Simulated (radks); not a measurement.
Values are calculated unless marked as measured or tabulated.
Species: P8+. Configuration: [He] 2s2 2p3.

Code: a radial shooting solver on a logarithmic mesh with Libxc functionals. Model: non-relativistic Kohn-Sham, PBEsol, spin-unpolarised, spherical densities, point nucleus.

Energy parts (eV):
total: -8285.056
kinetic: 8277.816
electron-nucleus: -18079.973
Hartree: 1951.358
exchange-correlation: -434.258

Orbitals (lengths in bohr, moments of r in powers of bohr; <r^-3> diverges for s and p1/2; r(max) is where P^2 peaks):
orbital  occ.  eigenvalue (eV)   r(max)    <r^2>  <r^-3>
1s          2        -2338.431  0.06806  0.01448       -
2s          2        -382.0569   0.4004   0.2693       -
2p          3        -340.9648   0.3284   0.2222   79.24
3s          0        -136.7542    1.149    1.718       -
3p          0        -125.0292    1.137    1.727   16.86

The highest occupied level is 2p at -340.96 eV. The density falls to 0.001 e/bohr^3 at r = 1.40 bohr. The electron density at the nucleus is 2207 e/bohr^3. Summed over all electrons, <r^2> = 1.234 bohr^2, which gives a Langevin (diamagnetic) susceptibility term of -0.977 x 10^-6 cm^3/mol. Virial ratio -V/T = 2.00087. For comparison, the ionisation energy in NIST's Atomic Spectra Database is 372.3 eV (semi-empirical). In exact Kohn-Sham theory the highest level is minus the ionisation energy, but local and semilocal functionals leave it too shallow, through self-interaction and a potential that decays too fast; potentials with the right tail come closer.

Beside tabulated values, note that spin-unpolarised runs miss the spin-polarisation part of the exchange energy of open shells.
